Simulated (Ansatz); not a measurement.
`[Cl][GeH2][Br]` + HCl → `[Cl][GeH2][Cl]` + HBr at 600 K and 1 bar (ligand exchange at a Ge–Br bond).

Computed with Ansatz on PBE0-D4/def2-TZVP structures; ΔE is electronic, products minus reactants. CBS: MP2 limit from def2 TZ/QZ plus the TZ coupled-cluster correction, frozen cores. This one scheme is used for every species. For Br, Ge outer-core shells are correlated without core-valence functions, which leaves a few kJ/mol of doubt a bond. Scalar relativity is left out up to krypton.

```json
{"species": "`[Cl][GeH2][Br]`", "CCSD(T)/CBS energy (Eh)": "-5110.48619", "H − E (kJ/mol)": "86.6", "S (J/(mol·K))": "372.7"}
{"species": "HCl", "CCSD(T)/CBS energy (Eh)": "-460.38127", "H − E (kJ/mol)": "35.4", "S (J/(mol·K))": "207.2"}
{"species": "`[Cl][GeH2][Cl]`", "CCSD(T)/CBS energy (Eh)": "-2996.94498", "H − E (kJ/mol)": "87.0", "S (J/(mol·K))": "354.5"}
{"species": "HBr", "CCSD(T)/CBS energy (Eh)": "-2573.91920", "H − E (kJ/mol)": "33.5", "S (J/(mol·K))": "219.1"}
```

H − E and S are ideal-gas, rigid-rotor, harmonic terms from PBE0-D4/def2-TZVP. 1 Eh = 2625.50 kJ/mol, R = 8.31446 J/(mol·K).

Problem. By hand: ΔE, ΔH, ΔS and ΔG.

Solution. ΔE = (-2996.94498) + (-2573.91920) − (-5110.48619) − (-460.38127) = 0.00328 Eh = 8.6 kJ/mol. Δ(H − E) = 87.0 + 33.5 − 86.6 − 35.4 = -1.5, so ΔH = 7.1 kJ/mol. ΔS = 354.5 + 219.1 − 372.7 − 207.2 = -6.3 J/(mol·K). ΔG = 7.1 − 600 × (-6.3)/1000 = 10.9 kJ/mol.

Problem. By hand: the equilibrium constant, and the temperature at which ΔG would vanish if ΔH and ΔS stayed fixed.

Solution. log₁₀ K = −ΔG/(RT ln 10) = -0.9. ΔH and −TΔS have one sign here, so there is no such temperature.

TΔS isn't small against ΔH here. A doubt of 5 kJ/mol in ΔE shifts log₁₀ K by 0.4 here. These are equilibria of isolated gas molecules and say nothing of rates. Largest T1 diagnostic: 0.009 (customary marks: 0.02 for closed shells, 0.045 for open ones).
